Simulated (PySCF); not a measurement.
Molecule: SMILES FC(F)=C(F)C(F)(F)F, C3F6.

Bonds (- single, = double, # triple, : aromatic): F1-C2, C2-F3, C2=C4, C4-F5, C4-C6, C6-F7, C6-F8, C6-F9.

Frames of a GFN2-xTB Langevin trajectory at 300 K; GIAO PBE0/pcSseg-1 shieldings in PySCF, gas phase, non-relativistic; equivalent atoms averaged within each frame.

Shifts are taken against calculated references (same method and geometry level): CFCl3 for 19F (170.95 ppm); TMS for 13C (186.93 ppm). The references are static minima.

Task: How do the shifts (ppm) fluctuate along the trajectory?

Result: 
```tsv
time (fs)	F7/F8/F9	F3	F1	F5	C2	C6	C4
optimised geometry	-83.4	-93.2	-106.9	-210.8	168.3	128.8	131.4
250	-65.9	-76.1	-116.0	-194.3	172.2	135.4	129.0
425	-65.8	-97.0	-91.3	-202.8	169.6	137.0	132.5
625	-71.4	-84.1	-93.4	-201.7	174.4	133.7	133.7
800	-94.0	-94.5	-102.2	-207.8	168.0	123.6	130.5
1000	-88.8	-93.8	-108.9	-214.4	169.0	126.2	129.4
mean of frames	-77.2	-89.1	-102.4	-204.2	170.6	131.2	131.0
standard deviation	13.3	8.8	10.4	7.5	2.6	5.9	2.0
```

5 frames give an uncertainty of the mean of about the standard deviation over 2.2 at best, since frames this close in time may not be independent; classical motion lacks zero-point vibration, and the reference would need the same averaging.
